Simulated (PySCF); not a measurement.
Match the calculated data to a structure.

- Polarisability: 150.2 au [PBE0/def2-SVPD]
- Triplet: lowest triplet excitation (Tamm–Dancoff): 7.06 eV [TDA PBE0/def2-SVPD]
- UV, strongest line: among the 10 lowest singlet transitions: S8 at 8.07 eV (154 nm, f = 0.065) [TDDFT PBE0/def2-SVPD]
- 13C NMR: chemical shifts (computed TMS as zero) by class: 27.8 (2 C), 26.7 (2 C), 14.8 (2 C), 13.4 (2 C), -5.2 (2 C) ppm [GIAO PBE0/pcSseg-1]
- Rotational structure: rotational constants A, B, C: 1.504, 0.344, 0.321 GHz [PBE0-D3(BJ)/def2-SVP]
- Dipole: 0.00 D [PBE0/def2-SVPD]
- NMR, other nuclei: isotropic shieldings of nuclei other than C and H, by class: 349 (1 Si) ppm [GIAO PBE0/pcSseg-1]
- UV, first state: lowest singlet excitation: 7.15 eV (173 nm, f = 0.016) [TDDFT PBE0/def2-SVPD]
- 1H NMR: chemical shifts (computed TMS as zero) by class: 1.31 (4 H), 1.19 (4 H), 0.93 (6 H), 0.26 (4 H), -0.02 (6 H) ppm [GIAO PBE0/pcSseg-1]

The electronic properties come from PySCF, for the isolated species, density fitting. Levels stand in brackets. Isolated species at its PBE0-D3(BJ)/def2-SVP geometry (one conformer only). NMR classes are plain means over equivalent atoms (diastereotopic ones count apart unless rotation or inversion swaps them), as if these changed places fast.

Question: Which candidate is it?
A. `CC(C)(C)[Si](C)(C)C(C)(C)C`
B. `C1CCN([C@H]2CCN[SiH2]2)C1`
C. `CCCC[Si](C)(C)CCCC`

Answer: C. It is `CCCC[Si](C)(C)CCCC`. 10 carbons fall into 5 classes; from least to most shielded: carbon bonded to 2 C and 2 H (27.8 ppm, 2 C), carbon bonded to 2 C and 2 H (26.7 ppm, 2 C), carbon bonded to C, Si and 2 H (14.8 ppm, 2 C), carbon bonded to C and 3 H (13.4 ppm, 2 C), carbon bonded to Si and 3 H (-5.2 ppm, 2 C). Hydrogen classes from least to most shielded: 4 H on 2 like atoms (carbon bonded to 2 C and 2 H) (1.31 ppm, a mean of values up to 0.5 ppm apart in this geometry), 4 H on 2 like atoms (carbon bonded to 2 C and 2 H) (1.19 ppm), 6 H on 2 like atoms (carbon bonded to C and 3 H) (0.93 ppm, a mean of values up to 0.7 ppm apart in this geometry), 4 H on 2 like atoms (carbon bonded to C, Si and 2 H) (0.26 ppm, a mean of values up to 0.7 ppm apart in this geometry), 6 H on 2 like atoms (carbon bonded to Si and 3 H) (-0.02 ppm). The other shieldings belong to: 349 ppm, silicon bonded to 4 C. The optimised geometry has point group C2 and is an asymmetric top.

The others, at the same levels:
- `CC(C)(C)[Si](C)(C)C(C)(C)C` fails: it has 3 carbon classes against 5; its computed 13C shifts are 28.9 (6 C), 19.5 (2 C), -7.3 (2 C) ppm, 1H shifts are 0.92 (18 H), 0.00 (6 H) ppm and lowest singlet excitation is 6.67 eV (186 nm, f = 0.016) (against 7.15 eV).
- `C1CCN([C@H]2CCN[SiH2]2)C1` fails: it has 16 hydrogens where the 1H data count 24; its computed 13C shifts are 57.1 (2 C), 52.4 (1 C), 46.9 (1 C), 36.3 (1 C), 25.5 (2 C) ppm, 1H shifts are 4.87 (1 H), 4.84 (1 H), 3.22 (1 H), 3.08 (1 H), 2.44 (2 H), 2.04 (2 H), 1.95 (1 H), 1.83 (1 H), 1.79 (1 H), 1.68 (2 H), 1.64 (2 H), -0.19 (1 H) ppm and rotational constant A is 2.629 GHz (against 1.504 GHz).
